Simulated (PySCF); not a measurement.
## Core-level binding energies of `Clc1cc2sccc2[se]1`

Species: C6H3ClSSe.
Bonds: Cl1–C2, C2–C3 (aromatic), C3–C4 (aromatic), C4–S5 (aromatic), S5–C6 (aromatic), C6–C7 (aromatic), C7–C8 (aromatic), C8–Se9 (aromatic), C2–Se9 (aromatic), C4–C8 (aromatic). Hydrogens: H10 on C3; H11 on C6; H12 on C7.

The calculation used PySCF 2.14.0, delta-SCF UKS SCAN, pcX-2 on the ionised atom, pcseg-1 elsewhere, spin-free X2C. Binding energies are ΔSCF values: E(core-ionised, relaxed orbitals) − E(ground state) at a fixed geometry, referred to the vacuum level.

Problem. List the computed XPS lines with their assignment.

Solution. 
```json
{"atom(s)": "Cl1", "environment": "aryl chlorine", "level": "Cl 1s", "binding energy (eV)": "2829.08", "2p1/2 (eV)": "–", "above the level's lowest (eV)": "0.00", "count": "1"}
{"atom(s)": "S5", "environment": "thiophene-type sulfur", "level": "S 1s", "binding energy (eV)": "2477.87", "2p1/2 (eV)": "–", "above the level's lowest (eV)": "0.00", "count": "1"}
{"atom(s)": "C2", "environment": "aromatic C–Cl carbon", "level": "C 1s", "binding energy (eV)": "291.76", "2p1/2 (eV)": "–", "above the level's lowest (eV)": "+1.21", "count": "1"}
{"atom(s)": "C4", "environment": "ring-fusion aromatic carbon", "level": "C 1s", "binding energy (eV)": "290.89", "2p1/2 (eV)": "–", "above the level's lowest (eV)": "+0.34", "count": "1"}
{"atom(s)": "C8", "environment": "ring-fusion aromatic carbon", "level": "C 1s", "binding energy (eV)": "290.68", "2p1/2 (eV)": "–", "above the level's lowest (eV)": "+0.13", "count": "1"}
{"atom(s)": "C3", "environment": "aromatic CH carbon", "level": "C 1s", "binding energy (eV)": "290.59", "2p1/2 (eV)": "–", "above the level's lowest (eV)": "+0.04", "count": "1"}
{"atom(s)": "C6", "environment": "aromatic CH next to a ring sulfur", "level": "C 1s", "binding energy (eV)": "290.58", "2p1/2 (eV)": "–", "above the level's lowest (eV)": "+0.03", "count": "1"}
{"atom(s)": "C7", "environment": "aromatic CH carbon", "level": "C 1s", "binding energy (eV)": "290.55", "2p1/2 (eV)": "–", "above the level's lowest (eV)": "0.00", "count": "1"}
{"atom(s)": "Cl1", "environment": "aryl chlorine", "level": "Cl 2p3/2", "binding energy (eV)": "206.45", "2p1/2 (eV)": "208.11", "above the level's lowest (eV)": "0.00", "count": "1"}
```

The listed C 1s values span 1.21 eV, from C7 (bonded to 2 C (aromatic in the SMILES) and H) to C2 (bonded to Cl, C (aromatic in the SMILES) and Se (aromatic in the SMILES)). The widest gap between neighbouring values is 0.87 eV, between 290.89 and 291.76 eV. The values 290.55, 290.58 and 290.59 eV lie too close for their order to be trusted.

Problem. What is the longest wavelength that can ionise C 1s of C3 vertically?

Solution. λ = hc/E = 12398.42 eV Å / 290.59 eV = 42.666 Å.

Problem. Which photon energy gives electrons from C 1s of C3 a kinetic energy of 150 eV, and what is their de Broglie wavelength?

Solution. hν = 290.59 + 150 = 440.59 eV, recoil neglected; λ = 12.264 Å/√(E/eV) = 1.00 Å.

Not every level is listed. The 2p values aren't plain energy differences: one relaxed spin-free 2p hole is combined with a matrix within the shell (ground-state 2p orbital-energy differences and spin–orbit coupling). 2p3/2, the mean of its two sublevels, lies a third of the splitting below the shell's mean and 2p1/2 two thirds above it; the statistical areas are 2:1. 2p1/2 minus 2p3/2 (ligand field included): Cl 1.65 eV. No level of selenium is listed. Geometry: PBE0-D3(BJ)/def2-SVP; no solvent, vibrations or thermal averaging.
